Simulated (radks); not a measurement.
Spherical quantum dot in the effective-mass picture: electrons in a hard-walled sphere of radius 3.64, all in effective atomic units (hartree* = m*/eps^2 hartree, bohr* = eps/m* bohr), one dielectric constant everywhere. Calculated with a radial shooting solver with Libxc functionals: non-relativistic Kohn-Sham, PBEsol, spin-polarised, spherical densities. Levels are named by radial order and angular momentum (1s, 1p, 1d, 2s, ...), and open shells are averaged over m. Results are scaled to m* = 0.328 and eps = 5.1, for which hartree* = 343.2 meV and bohr* = 0.8228 nm.

N = 23, configuration 1s2 1p6 1d10 1f(up 5, down 0). This is the lowest configuration that the search found. Occupied and some empty levels:

level    occupation  eigenvalue (meV)  <r> (nm)
1s up             1            2870.0     2.024
1s down           1            2889.2     2.009
1p up             3            2937.1     2.100
1p down           3            2957.8     2.091
1d up             5            3053.5     2.166
1d down           5            3075.4     2.161
1f up             5            3212.9     2.222
1f down           0            3235.6     2.219
2s up             0            3337.8     1.349
2s down           0            3344.0     1.350
1g up             0            3411.6     2.269
1g down           0            3435.0     2.267
2p up             0            3557.9     1.572
2p down           0            3566.9     1.569
2d up             0            3821.8     1.712
2d down           0            3833.3     1.709

Energy (meV): total 39160.5, kinetic 10719, external 0, Hartree 32107, exchange-correlation -3665.0.
